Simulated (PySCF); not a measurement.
CCl2F, SMILES F[C](Cl)Cl (connectivity only; charge and spin as stated), charge +1, multiplicity 1.

Coordinates come from a B3LYP-D3(BJ)/def2-SVP optimisation. The multiplicity is an assumed one; other spin states were not compared. The isomer is the one that the SMILES or the coordinates give; other isomers of the formula were not compared.

Computed with PBE/def2-TZVPD (PySCF).

Symmetry labels are those of the subgroup C2v that the program uses (full group C2v).

Computed valence orbital energies around the gap with their symmetry:
```json
[
 {"orbital": "HOMO−7", "symmetry": "A1", "energy (eV)": "-21.07"},
 {"orbital": "HOMO−6", "symmetry": "B2", "energy (eV)": "-20.84"},
 {"orbital": "HOMO−5", "symmetry": "B1", "energy (eV)": "-20.43"},
 {"orbital": "HOMO−4", "symmetry": "B2", "energy (eV)": "-17.53"},
 {"orbital": "HOMO−3", "symmetry": "B1", "energy (eV)": "-16.77"},
 {"orbital": "HOMO−2", "symmetry": "A1", "energy (eV)": "-15.97"},
 {"orbital": "HOMO−1", "symmetry": "A2", "energy (eV)": "-15.56"},
 {"orbital": "HOMO", "symmetry": "B2", "energy (eV)": "-14.91"},
 {"orbital": "LUMO", "symmetry": "B1", "energy (eV)": "-11.04"},
 {"orbital": "LUMO+1", "symmetry": "A1", "energy (eV)": "-8.06"},
 {"orbital": "LUMO+2", "symmetry": "B2", "energy (eV)": "-5.93"},
 {"orbital": "LUMO+3", "symmetry": "A1", "energy (eV)": "-5.47"}
]
```
